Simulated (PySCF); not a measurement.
# Ionisation energy of Bi⁶⁴⁺ by level of theory

Bi⁶⁴⁺ [Ar] 3d1 (2D) → Bi⁶⁵⁺ [Ar] (1S), as a difference of total energies. Calculation: PySCF 2.14, in an uncontracted even-tempered set (17 s from 18 bohr⁻², ratio 2.5; 13 p from 24 bohr⁻², ratio 2.5; 7 d from 24 bohr⁻², ratio 2.5; 4 f from 84 bohr⁻², ratio 2.7; 3 g from 130 bohr⁻², ratio 2.7); the spin-free X2C one-electron Hamiltonian (Gaussian nucleus). Correlated levels: outer shells: [Ne] frozen; virtual orbitals above 40 to 60 times the deepest correlated orbital energy dropped. The calculations carry no spin-orbit coupling.

| method | ionisation energy (eV) |
| --- | --- |
| UHF | 7060.9 |
| LDA | 7060.8 |
| PBE | 7062.9 |
| PBE0 | 7062.8 |
| r2SCAN | 7063.9 |
| BP86 | 7063.8 |
| B3LYP | 7063.6 |
| MP2 (outer shells) | 7060.5 |
| SCS-MP2 (outer shells) | 7060.5 |

A first-order spin-orbit estimate (lowest level to lowest level, LS coupling) adds 78.658 eV.

Breit and QED terms and the two-electron picture change are absent.

First order in ζ underestimates the shift of j = l − 1/2 levels at high Z.

For comparison: 7137 ± 24 eV (theoretical estimate listed by NIST; NIST Atomic Spectra Database, ionization energies).
